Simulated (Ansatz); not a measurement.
`[NH2][Sn][NH2]` + H–F → `[NH2][Sn][F]` + NH₃  (ligand exchange at the Sn–N bond)

Computed with Ansatz on PBE0-D4/def2-TZVP structures; ΔE is electronic, products minus reactants. CCSD(T)/CBS is the MP2 limit (def2-TZVPP, def2-QZVPP) plus CCSD(T) − MP2 in def2-TZVPP, frozen cores. This one scheme is used for every species. Functionals use def2-TZVPP. Elements past krypton have def2 core potentials. For Sn outer-core shells are correlated without core-valence functions, which leaves a few kJ/mol of doubt a bond. Each species was taken in one conformer, which may not be the lowest.

`[NH2][Sn][NH2]`:

Cartesian coordinates in Å:
```
N 0.259 -0.614 -1.324
Sn 1.043 0.890 -0.228
N -0.232 0.637 1.318
H -0.513 -1.204 -1.055
H 0.609 -0.862 -2.235
H -0.203 1.209 2.146
H -0.963 -0.055 1.377
```

H–F:

```xyz
2

F     0.448    0.095    0.043
H    -0.448   -0.095   -0.043
```

`[NH2][Sn][F]`:

```xyz
5

N     0.211   -0.185   -0.654
Sn    0.768    0.558    1.121
F    -1.046    0.417    1.825
H     0.810   -0.336   -1.451
H    -0.744   -0.454   -0.842
```

NH₃:

Cartesian coordinates in Å:
```
N 0.112 -0.217 0.141
H 0.509 0.667 0.434
H 0.268 -0.297 -0.856
H -0.889 -0.153 0.281
```

CCSD(T)/CBS gives -18.1 kcal/mol.

Task: Another level gave -17.7 kcal/mol. Which?
A. BLYP/def2-TZVPP
B. PBE0-D4/def2-TZVPP
C. LDA (SPW92)/def2-TZVPP
D. BHLYP/def2-TZVPP

Result: C. LDA (SPW92) -17.7, BLYP -23.0, BHLYP -21.0, PBE0-D4 -18.7 kcal/mol.

Largest T1 diagnostic among the species: 0.017.

Leaving LDA and LC-ωPBE aside and taking each functional with its dispersion term where it has one, the values, not all of them listed here, spread over 5.1 kcal/mol, from B97M-V to PBE-QIDH. LDA lies +3.0 kcal/mol from PBE without D4. From r2SCAN to r2SCAN0 (25 % exact exchange), in def2-TZVPP and without D4, ΔE moves by +1.3 kcal/mol.
